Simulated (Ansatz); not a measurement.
Basis sets compared for Sn(OEt)H3 (C₂H₈OSn). Charge 0, multiplicity 1. Geometry PBE0-D4/def2-SVP. Ansatz on 2 threads of Arm Neoverse V1 on a shared host; times are rough, and most runs start from earlier orbitals.

```xyz
12

C     0.2439    0.5603    0.4446
C     1.5856    0.5414    1.1440
O     0.1178   -0.6035   -0.3252
Sn   -1.5378   -0.9752   -1.3681
H     0.1694    1.4757   -0.1814
H    -0.5636    0.6410    1.2041
H     1.7278    1.4445    1.7577
H     1.6625   -0.3421    1.7954
H     2.3986    0.4872    0.4045
H    -1.1901   -2.4599   -2.1307
H    -1.7668    0.3108   -2.4809
H    -2.8472   -1.0801   -0.2639
```

In the def2 sets Sn takes a core potential; there is no spin–orbit coupling. Another isomer (singlet) lies 0.16 eV lower at PBE0-D4/def2-TZVP; other spin states weren't run for this one.

Binding counts from free atoms (C triplet, O triplet, Sn triplet, H doublet) in the same basis, without a counterpoise term.

| level | functions | energy (Eh) | HOMO (eV) | LUMO (eV) | binding per atom (eV) | wall time |
| --- | --- | --- | --- | --- | --- | --- |
| PBE-D4/def2-SVP | 108 | -370.1984 | -5.66 | -0.96 | 3.51 | 1.6 s |
| PBE0-D4/def2-SVP | 108 | -370.2285 | -7.23 | -0.13 | 3.46 | 1.9 s |

(1) Estimate the rows for PBE-D4/def2-TZVP (with forces), PBE0-D4/def2-TZVP.

## Answers

(1) 
| level | functions | energy (Eh) | HOMO (eV) | LUMO (eV) | binding per atom (eV) | wall time |
| --- | --- | --- | --- | --- | --- | --- |
| PBE-D4/def2-TZVP (with forces) | 191 | -370.3918 | -5.87 | -1.23 | 3.50 | 3.5 s |
| PBE0-D4/def2-TZVP | 191 | -370.4175 | -7.38 | -0.43 | 3.45 | 3.9 s |
